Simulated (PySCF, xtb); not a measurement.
Y(OH)3 (H3O3Y), SMILES [OH][Y]([OH])[OH]. One conformer was computed; it need not be the lowest.

Harmonic wavenumbers (cm⁻¹) from xtb 6.7.1 with GFN2-xTB at its own minimum, in rising order: 62, 104, 105, 232, 235, 300, 336, 363, 363, 623, 625, 627, 3511, 3513, 3515.

Q: What does PBE-D3(BJ)/def2-SVP run with PySCF give at its own minimum? (The exact figures need the calculation; the answer reports its results.)

A: 49, 137, 137, 216, 300, 300, 448, 448, 463, 613, 627, 627, 3861, 3861, 3861. Paired by order, the mean absolute difference is 101 cm⁻¹ and the zero-point energies are 20.7 and 22.8 kcal/mol.
